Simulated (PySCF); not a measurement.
**TlF3 relaxed at several levels**

Computed with PySCF 2.14.0, def2-SVP on the ligands, density fitting, scalar-relativistic core potentials, no spin-orbit coupling, vacuum. Each row is relaxed at its own level from the same template. Distances are means of the shortest metal–ligand contacts, charges and spins Mulliken's; removal energies are rigid, with the ligand's formal charge and no counterpoise, so too large; for an anion taken off a cation in vacuum most of it is the attraction of opposite charges, and multiply charged cations can part far more cheaply with an electron moved from ligand to metal.

```csv
level,basis on the metal,point group,M–F (Å),charge on M (e),dipole (D),HOMO–LUMO gap (eV),removal of one F (eV),"strongest infrared band, degenerate modes summed (cm⁻¹)",unstable modes (below −25 cm⁻¹)
PBE0,def2-SVP with ECP60,C2v,2.012,1.16,0.68,6.08,12.32,594,0
```

(1) What does the calculation give for TPSS, def2-SVP with ECP60?

One start shape was tried for each, so a minimum needn't be the lowest isomer.

Results:

(1) point group: C2v, M–F (Å): 2.038, charge on M (e): 1.01, dipole (D): 0.92, HOMO–LUMO gap (eV): 3.22, removal of one F (eV): 12.41, unstable modes (below −25 cm⁻¹): not given.
```xyz
4

Tl    0.2376    0.0000    0.0000
F    -0.5865    0.0000    1.8581
F    -0.5865    0.0000   -1.8581
F     2.2847    0.0000    0.0000
```
